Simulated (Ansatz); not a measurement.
Basis-set series for AlFH4NP, SMILES `[NH2][Al]([F])[PH2]`. The species carries charge 0 and has multiplicity 1. Geometry: relaxed with PBE0-D4/def2-TZVP. It is one conformer, not always the lowest.

```tsv
functional	basis	functions	energy (Eh)	HOMO (eV)	LUMO (eV)
PBE0-D4	def2-SVP	84	-740.20173	-7.40	-0.07
PBE0-D4	def2-QZVPP	374	-740.63367	-7.59	-0.57
ωB97M-V	def2-SVP	84	-740.51091	-9.49	1.55
ωB97M-V	def2-QZVPP	374	-740.94592	-9.69	0.75
```

Task: Give the rows for def2-TZVPP. (An estimate is asked.)

Result: Ansatz gave: 
```
functional       basis  functions  energy (Eh)  HOMO (eV)  LUMO (eV)
   PBE0-D4  def2-TZVPP        202   -740.60543      -7.55      -0.34
   ωB97M-V  def2-TZVPP        202   -740.91908      -9.65       1.20
```

Positive LUMOs are unbound and depend on the basis.
